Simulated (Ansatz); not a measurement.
Ansatz (an electronic-structure program) input (BLYP/6-31G* with LANL2DZ past Ar): The .json file joins the Basis Set Exchange's 6-31G* for atoms up to Ar and LANL2DZ past it.

Ansatz 0.2 input:
```yaml
crystal:
  periodic: [false, false, false]
  atoms:
    - {symbol: Bi, position_ang: [-0.25936826, -0.14047736, 0.35475257]}
    - {symbol: Cl, position_ang: [-0.27877501, 1.98066989, -0.88423080]}
    - {symbol: Cl, position_ang: [1.54510241, -1.29480986, -0.84779644]}
basis:
  gaussian:
    orbitals: 6-31Gs+LANL2DZ.json
hamiltonian:
  xc: {name: BLYP}
magnetization: {spin_polarized: true, initial_magnetization: 1}
output: {forces: true}
```

Output:

```
Functional definition: BLYP
integrals: 0.01 GiB planned
452 factors; integrals over basis functions are off by at most 1.7e-4 eV
mean field: 0.11 GiB planned
mean field evaluation 1: about -25191.4242 eV, gradient 1.7e1 eV
mean field evaluation 2: about -25177.5955 eV, gradient 4.6e1 eV
mean field evaluation 4: about -25193.6032 eV, gradient 1.0e0 eV
mean field evaluation 8: about -25193.6057 eV, gradient 2.9e-3 eV
mean field -25193.60566031 eV, -925.8479311772 hartree, gradient 5.2e-5 eV, S^2 0.750946; 0 other end points of the search recorded, 0 dependent functions left out
the calculation of the forces begins
reference -25193.60593929 eV, -925.8479414294 hartree; 20, 19 occupied and 26, 27 virtual orbitals, 452 factors
Total energy: -25193.60593929 eV, -925.8479414294 hartree
Atom 0 at    -0.259368    -0.140477     0.354753 Å, force    -0.175918    -0.095279     0.240613 eV/Å
Atom 1 at    -0.278775     1.980670    -0.884231 Å, force    -0.038709     0.275121    -0.122837 eV/Å
Atom 2 at     1.545102    -1.294810    -0.847796 Å, force     0.214627    -0.179841    -0.117776 eV/Å
Dipole moment:    -0.462782    -0.250649     0.632974 e Å
```

The geometry given is a B3LYP-D3(BJ)/def2-TZVP minimum.
